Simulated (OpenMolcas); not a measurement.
Ce3+ with 8 ligands (fluoride) in cubic eightfold coordination (Oh) at 2.45 Å. A charge of +0.625 e stands 2.6 Å behind each ligand. Ligand basis ANO-RCC-VDZP.
```
Ce    0.0000    0.0000    0.0000
F     1.4145    1.4145    1.4145
F     1.4145    1.4145   -1.4145
F     1.4145   -1.4145    1.4145
F     1.4145   -1.4145   -1.4145
F    -1.4145    1.4145    1.4145
F    -1.4145    1.4145   -1.4145
F    -1.4145   -1.4145    1.4145
F    -1.4145   -1.4145   -1.4145
```

```yaml
Program: OpenMolcas
Method: CASSCF
Basis: ANO-RCC-VDZP [7s6p4d2f1g]
Scalar_Hamiltonian: DKH2, point nucleus
Active_space: 1 electron in 7 orbitals (4f)
State_averaging: 2S+1 = 2 odd, 7 roots
Spin-orbit_coupling: RASSI with atomic mean-field integrals over the reference wave functions
```

(1) What is the spin-free ground state (labels of O, the rotations of Oh)?

(2) Where is the first state of the same spin?

(3) What are the lowest two levels with spin-orbit coupling?

(4) What is χT at 300 K, and how does it compare with the textbook value?

## Answers

(1) 2T2, 3-fold in its orbital part, 100 % from free-ion F terms; it has the highest spin that f1 allows.

(2) 2T1 at 17.9 cm-1 above the ground state.

(3) A 4-fold level Γ8, then a 2-fold level Γ7 409.1 cm-1 above it. Their leading multiplicities are 2 (100 %) and 2 (100 %).

(4) Hund's rules give f1 the level 2F5/2 with g = 0.857, so an isolated free-ion multiplet has χT = g² J(J+1) / 8 = 0.804 cm3 K/mol. The computed 0.704 at 300 K differs by -12 %, through the field's splitting, the mixing of terms and any other multiplet in reach.

No measured value stands beside these numbers; the geometry is a model, was not optimised and need not be the one that this ion takes.
